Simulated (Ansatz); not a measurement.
Reaction (atomization): `[OH][Sn][SH]` → 2 H• + O• + S• + Sn•

Computed with Ansatz on PBE0-D4/def2-TZVP structures; ΔE is electronic, products minus reactants. CBS: MP2 limit from def2 TZ/QZ plus the TZ coupled-cluster correction, frozen cores. This one scheme is used for every species, atoms too. DFT in def2-TZVPP. No spin–orbit coupling; open shells (•) take unrestricted orbitals. Spin–orbit coupling would lower the free atoms: a little for O, S; strongly for Sn. Elements past krypton have def2 core potentials. Bonds to Sn are less sure, by a few kJ/mol each and by 10 to 20 or more in all where they break to atoms, as the def2 sets lack core-valence functions. Each species was taken in one conformer, which may not be the lowest.

(1) What is ΔE at CCSD(T)/CBS? (An estimate is asked.)

(2) What do these levels give: BHLYP-D4, ωB97X-V, CAM-B3LYP, MP2/def2-SVP, HF/def2-TZVPP, HF/def2-QZVPP? (Best estimate.)

Largest T1 diagnostic among the species: 0.017.

Results:

(1) Ansatz gave: +1539.6 kJ/mol.

(2) Computed: BHLYP-D4 1434.0, ωB97X-V 1527.4, CAM-B3LYP 1501.0, MP2/def2-SVP 1371.1, HF/def2-TZVPP 953.8, HF/def2-QZVPP 959.6 kJ/mol.

At CCSD(T), def2-SVP lies −194.1 kJ/mol from the extrapolated value and def2-TZVPP −73.6 kJ/mol: correlation converges slowly with the basis, and small sets miss more of it in the bonded molecule than in its fragments. Leaving LDA and LC-ωPBE aside and taking each functional with its dispersion term where it has one, the values, not all of them listed here, spread over 128.8 kJ/mol, from BHLYP-D4 to PBE-D4. LDA lies +242.4 kJ/mol from PBE without D4, its usual overbinding. In def2-TZVPP, CCSD(T) changes the Hartree–Fock value by +512.1 kJ/mol (the triples alone add +39.3 kJ/mol) and MP2 by +546.3 kJ/mol; breaking electron pairs costs correlation energy, which Hartree–Fock lacks.

For atomizations the MP2-based limit and the directly extrapolated one differ by several kJ/mol either way, and by 10 to 25 for some Ge, Se and Sn compounds, so smaller differences from it don't rank the levels.
